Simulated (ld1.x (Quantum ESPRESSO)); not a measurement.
**Building the TM potential for indium (In) (PBE, scalar-relativistic).**

ld1.x (Quantum ESPRESSO) 7.5 input, shortened:

```
&input
   title='In', zed=49., rel=1, dft='PBE', iswitch=3,
   config='[Kr] 4d10 5s2 5p1'
 /
 &inputp
   pseudotype=2, tm=.true., lloc=0,
   nlcc=.false.
 /
3
4P  2  1   6.00   0.00  0.90  0.90  0.0
4D  3  2  10.00   0.00  1.50  1.50  0.0
5S  1  0   2.00   0.00  2.15  2.15  0.0
 &test
   configts(1)='4p6 4d10 5s2 5p1'
 /
```

Occupied shells without a wave of their own: 5p. They enter only through the test configuration that unscreens the potential.

All-electron outer shells of the reference configuration (PBE, scalar-relativistic, ld1.x):

```csv
shell,level (eV),outermost node (bohr),outermost maximum (bohr)
3d,-432.71,–,0.26
4s,-119.66,0.41,0.77
4p,-78.13,0.42,0.82
4d,-18.62,0.40,0.94
5s,-8.21,1.02,2.16
5p,-2.52,1.14,2.85
```

Calculated quality:

| Item | Value |
| --- | --- |
| Cutoffs needed | 180 Ry and 230 Ry (the cutoffs (Ry, on a coarse ladder) from which the occupation-weighted sum of valence levels, in a spherical-Bessel basis at the reference potential, stays within 10 and 1 mRy of its value at 400 Ry) |
| Ghost test | no extra level below or beside the all-electron valence levels (p, d, s, f tested) (spherical-Bessel basis up to 400 Ry, 20 bohr box) |
| Largest excitation error | +4256 meV (all-electron minus pseudo) for 4p6 4d9 5s0 5p0, out of 7 test configurations |

The potential misses its own reference levels by up to 0.8 eV.

Generation and tests took about 3.2 s on one core of a shared server CPU.
